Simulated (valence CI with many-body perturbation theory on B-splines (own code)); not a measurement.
# Pr⁺: electric-dipole lines

Method: valence CI with perturbative core correlation (CI+MBPT): four valence electrons over a frozen Dirac-Fock core [Xe], radial functions for each j: 8 s, 8 p, 9 d, 9 f, 6 g, 3 h, 2 i, with the one-electron correlation potential Σ1, the two-electron term Σ2, the three-electron term Σ3, Breit, model QED; the open f shell's mean field enters the energy denominators; selected CI, second order for the rest, scaled by the run's own slope (own B-spline code, finite nucleus).

Against 19 measured levels this calculation errs by 1500 cm⁻¹ on average and by 2587 at most. These come from a selection out of the NIST Handbook of Basic Atomic Spectroscopic Data. Levels without a partner in it may be off by more, other configurations by several thousand cm⁻¹. Among the levels kept, up to 880 cm⁻¹ of a level comes from second order outside the variational space, and about a tenth of that is noise between levels of different J, which matters for small intervals.

Lines 1 to 50 of 60 in falling wavelength, among levels below 11166 cm⁻¹, chosen from the strongest by gf and those to the six lowest levels. Wavelengths and rates use the calculated energies, so an error of 1000 cm⁻¹ moves a line at 2486 nm by 25 % and its rate by three times that or more. Electric multipoles are in the length gauge, E1 and E2 with the static RPA response of the core. Weak lines are less certain than strong ones. Lines between different terms over intervals too small for the method are left out, as are lines whose strength nearly cancels and 11 of this kind that miss the measured wavelength by over 7 %. Where a level lies close to another of its J and parity, the split of strength between their lines is uncertain. The highest levels of a list are the least certain.

Names give the largest LS component (configuration and term), which can be under half, so a name can repeat, a term be missing and a line seem to break the LS rules; names also repeat where a configuration has a term twice.

```
λ vac (nm)        Upper        Lower   A (s⁻¹)  S (a.u.)
      2486  4f²5d² ⁵I_5  4f³5d ³I°_6  2.72e+02  2.27e-02
      2475  4f²5d² ³K_6  4f³5d ³I°_6  1.46e+03  1.42e-01
      2436  4f²5d² ⁵K_5  4f³5d ³I°_6  6.10e+00  4.79e-04
      2433  4f²5d² ³H_4  4f³5d ⁵G°_3  2.02e+03  1.29e-01
      2332  4f²5d² ⁵I_5  4f³5d ⁵I°_4  1.39e+03  9.56e-02
      2321  4f²5d² ³H_4  4f³5d ⁵H°_4  7.00e+02  3.89e-02
      2294  4f²5d² ³H_4  4f³5d ⁵I°_5  1.74e+03  9.33e-02
      2288  4f²5d² ⁵K_5  4f³5d ⁵I°_4  2.75e+03  1.79e-01
      2199  4f²5d² ⁵I_5  4f³5d ³H°_4  7.15e+01  4.13e-03
      2160  4f²5d² ⁵K_5  4f³5d ³H°_4  1.10e+03  6.02e-02
      2142  4f²5d² ³K_6  4f³6s ³I°_7  2.54e+00  1.60e-04
      1985  4f²5d² ⁵L_7  4f³5d ⁵K°_7  9.81e+02  5.68e-02
      1964  4f²5d² ⁵L_7  4f³5d ⁵L°_8  1.41e+03  7.91e-02
      1956  4f²5d² ³K_6  4f³5d ³I°_5  2.76e+03  1.33e-01
      1932  4f²5d² ⁵K_5  4f³5d ³I°_5  9.73e+01  3.81e-03
      1904  4f²5d² ⁵L_8  4f³5d ⁵L°_9  2.23e+03  1.29e-01
      1884  4f²5d² ³H_4  4f³5d ⁵I°_4  7.68e+02  2.28e-02
      1884  4f²5d² ⁵L_8  4f³6s ³I°_7  2.26e+01  1.27e-03
      1868  4f²5d² ⁵L_8  4f³5d ⁵K°_8  1.98e+03  1.08e-01
      1796  4f²5d² ³H_4  4f³5d ³H°_4  6.70e+03  1.73e-01
      1747  4f²5d² ³H_4  4f³5d ⁵H°_3  1.96e+02  4.63e-03
      1698  4f²5d² ⁵L_7  4f³6s ⁵I°_7  1.55e+00  5.63e-05
      1666  4f²5d² ⁵L_8  4f³6s ⁵I°_8  4.31e+00  1.67e-04
      1656  4f²5d² ³K_6  4f³5d ⁵K°_7  2.61e+03  7.60e-02
      1636  4f²5d² ³H_4  4f³5d ³I°_5  1.94e+02  3.78e-03
      1583  4f²5d² ⁵L_7  4f³5d ⁵K°_6  1.11e+04  3.25e-01
      1555  4f²5d² ⁵I_5  4f³6s ³I°_6  2.02e+02  4.13e-03
      1550  4f²5d² ³K_6  4f³6s ³I°_6  3.54e+02  8.47e-03
      1537  4f²5d² ⁵L_7  4f³5d ⁵L°_7  6.24e+04  1.68e+00
      1535  4f²5d² ⁵K_5  4f³6s ³I°_6  4.68e+01  9.19e-04
      1498  4f²5d² ⁵L_8  4f³5d ⁵K°_7  1.25e+04  3.51e-01
      1486  4f²5d² ⁵L_8  4f³5d ⁵L°_8  6.86e+04  1.89e+00
      1452  4f²5d² ³K_6  4f³6s ⁵I°_7  1.93e+02  3.80e-03
      1370  4f²5d² ⁵I_5  4f³5d ⁵K°_6  3.51e+03  4.90e-02
      1367  4f²5d² ³K_6  4f³5d ⁵K°_6  2.10e+04  3.43e-01
      1363  4f²5d² ⁵L_7  4f³6s ⁵I°_6  3.99e+01  7.48e-04
      1355  4f²5d² ⁵K_5  4f³5d ⁵K°_6  1.05e+04  1.41e-01
      1332  4f²5d² ³K_6  4f³5d ⁵L°_7  2.86e+04  4.34e-01
      1277  4f²5d² ⁵L_7  4f³5d ⁵L°_6  4.47e+03  6.90e-02
      1228  4f²5d² ⁵L_8  4f³5d ⁵L°_7  7.18e+03  1.11e-01
      1218  4f²5d² ⁵I_5  4f³6s ³I°_5  1.24e+04  1.21e-01
      1215  4f²5d² ³K_6  4f³6s ³I°_5  6.53e+03  7.51e-02
      1202  4f²5d² ⁵I_5  4f³6s ⁵I°_6  6.16e+03  5.81e-02
      1199  4f²5d² ³K_6  4f³6s ⁵I°_6  1.06e+03  1.17e-02
      1190  4f²5d² ⁵K_5  4f³6s ⁵I°_6  6.58e+02  6.02e-03
      1174  4f²5d² ⁵I_5  4f³5d ⁵K°_5  2.23e+03  1.95e-02
      1171  4f²5d² ³K_6  4f³5d ⁵K°_5  1.16e+01  1.20e-04
      1162  4f²5d² ⁵K_5  4f³5d ⁵K°_5  1.52e+05  1.29e+00
      1135  4f²5d² ⁵I_5  4f³5d ⁵L°_6  7.76e+03  6.17e-02
      1133  4f²5d² ³K_6  4f³5d ⁵L°_6  3.14e+03  2.93e-02
```
